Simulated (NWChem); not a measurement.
# BSiH4O2Cl; SMILES OB(O)[SiH2]Cl

```xyz
9

Si    -0.9394     0.3968    -0.0005
Cl     0.5644     1.8857    -0.0032
B      0.1361    -1.3492     0.0007
O     -0.3828    -2.6155     0.0084
O      1.4933    -1.2371    -0.0073
H     -1.8062     0.6223    -1.2114
H     -1.8063     0.6255     1.2096
H     -1.3535    -2.6375     0.0140
H      1.7658    -0.2964    -0.0110
```
Atoms are numbered in this order, from 1.

Computed with NWChem. Pople sets run with spherical d functions. All runs use the structure optimised with PBE-D3(BJ)/def2-SVP. Atomic charges in e: unrestrained fits to the electrostatic potential beside Mulliken populations; buried atoms are poorly determined by the fit.

### Question
Estimate the computed values for Hartree-Fock/6-31G*. Quantities: ESP Si1; Mulliken Si1; ESP Cl2; Mulliken Cl2; ESP B3; Mulliken B3; ESP O4; Mulliken O4; ESP O5; Mulliken O5; relative RMS misfit of the potential (%).

### Answer
| Quantity | Result |
|---|---|
| ESP Si1 | 0.44 |
| Mulliken Si1 | 0.61 |
| ESP Cl2 | -0.30 |
| Mulliken Cl2 | -0.42 |
| ESP B3 | 0.54 |
| Mulliken B3 | 0.53 |
| ESP O4 | -0.62 |
| Mulliken O4 | -0.72 |
| ESP O5 | -0.60 |
| Mulliken O5 | -0.73 |
| relative RMS misfit of the potential (%) | 20 |
